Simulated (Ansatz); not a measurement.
Ansatz (a quantum-chemistry and plane-wave program) input (SVWN5/def2-TZVPD):

Ansatz 0.2 input:
```yaml
crystal:
  periodic: [false, false, false]
  atoms:
    - {symbol: C, position_ang: [1.45643146, -0.50755150, 1.22617381]}
    - {symbol: Ge, position_ang: [0.00000000, 0.00000000, 0.00000000]}
    - {symbol: C, position_ang: [-1.64092924, 0.34263018, 1.03549946]}
    - {symbol: C, position_ang: [-0.32340924, -1.46476281, -1.27756788]}
    - {symbol: C, position_ang: [0.50790702, 1.62968413, -0.98410538]}
    - {symbol: H, position_ang: [1.65054592, 0.29202530, 1.94226373]}
    - {symbol: H, position_ang: [2.37486162, -0.70160146, 0.67063901]}
    - {symbol: H, position_ang: [1.19352407, -1.40916825, 1.78093070]}
    - {symbol: H, position_ang: [-2.45999761, 0.62549898, 0.37300379]}
    - {symbol: H, position_ang: [-1.48151791, 1.15173250, 1.74945305]}
    - {symbol: H, position_ang: [-1.93853976, -0.54946105, 1.58812002]}
    - {symbol: H, position_ang: [-1.12771599, -1.20214422, -1.96597939]}
    - {symbol: H, position_ang: [-0.60625814, -2.37710425, -0.75086316]}
    - {symbol: H, position_ang: [0.57507941, -1.66953746, -1.86115485]}
    - {symbol: H, position_ang: [-0.28708558, 1.92697322, -1.66922890]}
    - {symbol: H, position_ang: [1.41570983, 1.45957997, -1.56440436]}
    - {symbol: H, position_ang: [0.69139413, 2.45320673, -0.29277964]}
basis:
  gaussian:
    orbitals: def2-TZVPD
hamiltonian:
  xc: {name: SVWN5}
magnetization: {spin_polarized: true, initial_magnetization: 2}
```

Output:

```
Functional definition: SVWN5
integrals: 0.33 GiB planned
1681 factors; their error is unknown
0.24 GiB of the device are held for the grids
2.21 GiB of device memory are held for the factors and their scratch space
mean field: 2.41 GiB planned
mean field evaluation 1: about -60698.1479 eV, gradient 8.4e1 eV
mean field evaluation 2: about -60650.3325 eV, gradient 1.2e2 eV
mean field evaluation 4: about -60723.2847 eV, gradient 3.4e1 eV
mean field evaluation 8: about -60729.7777 eV, gradient 1.0e1 eV
mean field evaluation 16: about -60730.5687 eV, gradient 2.8e-1 eV
mean field evaluation 32: about -60730.5350 eV, gradient 7.0e-6 eV
mean field evaluation 64: about -60729.4085 eV, gradient 2.6e-6 eV
mean field evaluation 96: about -60730.3959 eV, gradient 5.6e-6 eV
mean field evaluation 128: about -60730.5350 eV, gradient 8.4e-3 eV
mean field evaluation 160: about -60729.6677 eV, gradient 1.5e0 eV
mean field evaluation 192: about -60728.8781 eV, gradient 3.2e0 eV
mean field -60730.53503410 eV, -2231.8059978680 hartree, gradient 6.9e-6 eV, S^2 2.000930; 7 other end points of the search recorded, 0 dependent functions left out
reference -60730.53508419 eV, -2231.8059997089 hartree; 35, 33 occupied and 275, 277 virtual orbitals, 1681 factors
Total energy: -60730.53508419 eV, -2231.8059997089 hartree
```

This state (charge 0, triplet) is run at the relaxed geometry of the species with charge 0 and multiplicity 1, and is a spin state other than that species' own.
